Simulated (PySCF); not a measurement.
## State search for InO⁺

Unrestricted PBE0; PySCF, scalar-relativistic core potentials, basis sets In def2-SVP with ECP28, O def2-SVP. Outer shells of the fragments: In+ 4d10 5s2; O 2s2 2p4.

Followed along the bond (rough minima from three points):

```tsv
2Ms+1	unpaired	⟨S²⟩ at the start	R at minimum (Å)	Te (eV)
3	π ↑↑	2.00	2.93	0.00
3	σ ↑, π ↑	2.02	2.32	0.17
1	σ ↓, π ↑	1.01	2.13	0.65
1	none	0.00	none in the scan	≤ 1.61
```

Solutions found at the starting distance of 2.090 Å, counted from the lowest of them; the search is not exhaustive and high or unbound solutions are not listed, so other states can lie among these:

```csv
2Ms+1,unpaired,term,E (eV),⟨S²⟩,⟨Lz²⟩,μ (D)
3,"σ ↑, π ↑",³Π,0.00,2.02,1.01,-1.85
1,"σ ↓, π ↑",mixed,0.42,1.01,1.01,-2.33
3,π ↑↑,³Σ⁻,0.96,2.00,0.00,1.58
1,none,¹Σ⁺,1.61,0.00,0.00,-4.35
1,π ↑↓,mixed,1.75,1.00,2.00,1.57
3,σ ↑↑,³Σ⁺,3.19,2.00,0.00,-4.51
1,none,mixed,3.98,0.00,2.00,1.56
1,π ↑↓,mixed,5.18,1.44,2.01,-1.53
3,π ↑↑,mixed,5.39,2.16,2.01,-2.26
3,π ↑↑,mixed,5.53,2.16,2.00,-2.22
3,"σ ↓, π ↑↑↑",mixed,6.13,3.00,1.00,1.56
```

A term symbol is given only where ⟨S²⟩ and ⟨Lz²⟩ are close to those of a pure state; real π, δ and φ orbitals otherwise mix terms. A positive dipole points towards O; it is taken about the centre of mass and depends on that origin.

Problem. Compare the gap between the two lowest followed solutions at the starting distance with the gap between their minima.

Solution. At PBE0 the second solution (triplet, unpaired electrons σ ↑, π ↑) lies -0.96 eV from the first (triplet, unpaired electrons π ↑↑) at 2.090 Å and +0.17 eV at the minima; the two curves relax by different amounts, since their minima lie near 2.32 and 2.93 Å.

Spin–orbit coupling is left out. Counting both spins, an empty level lies below a filled one in some of these solutions, because spin and occupation are held.
